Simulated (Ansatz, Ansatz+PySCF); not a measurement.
```yaml
atoms:
  - { symbol: O, position_ang: [0.0000, 0.0000, -1.3071] }
  - { symbol: O, position_ang: [0.0000, 0.0000, 1.3071] }
  - { symbol: Li, position_ang: [30.0000, 0.0000, -0.5992] }
  - { symbol: H, position_ang: [30.0000, 0.0000, 1.7976] }
```

Basis set: 6-31G (spherical functions). Left uncorrelated: 2 orbitals. Correlation on ROHF uses semicanonical orbitals with singles. Charge 0, multiplicity 3.

Computed with Ansatz (development build ahead of 0.2.0); each method stands on the lowest determinant of its kind that the runs found.

(1) Give the atomization energy at this shape (free ground-state atoms in the same class of orbitals less the molecule, no zero-point energy) of triplet LiHO2 by UHF-MP2, ROHF-MP2, UHF, ROHF, UHF-CCSD(T).

Answers

(1)

```csv
method,atomization energy
UHF-MP2,-28.5 kJ/mol
ROHF-MP2,-180.9 kJ/mol
UHF,-30.0 kJ/mol
ROHF,-267.2 kJ/mol
UHF-CCSD(T),-27.2 kJ/mol
```

Caution for UHF-MP2, ROHF-MP2, UHF-CCSD(T): bonds are stretched, where a single reference can fail. Caution for UHF-MP2, ROHF-MP2: forces differ strongly between restricted and unrestricted references. Caution for UHF-MP2, UHF, UHF-CCSD(T): the determinant breaks the point group; the unrestricted determinant is a mixture of spin states. Caution for ROHF-MP2: a plain start can end on a higher determinant; another reference gives a lower total. Caution for ROHF-MP2, ROHF: an unrestricted determinant lies well below; the molecule lies well above its atoms at this level.

This basis has no polarisation functions and is too small for such energies, which can lie far from measured ones in either direction.
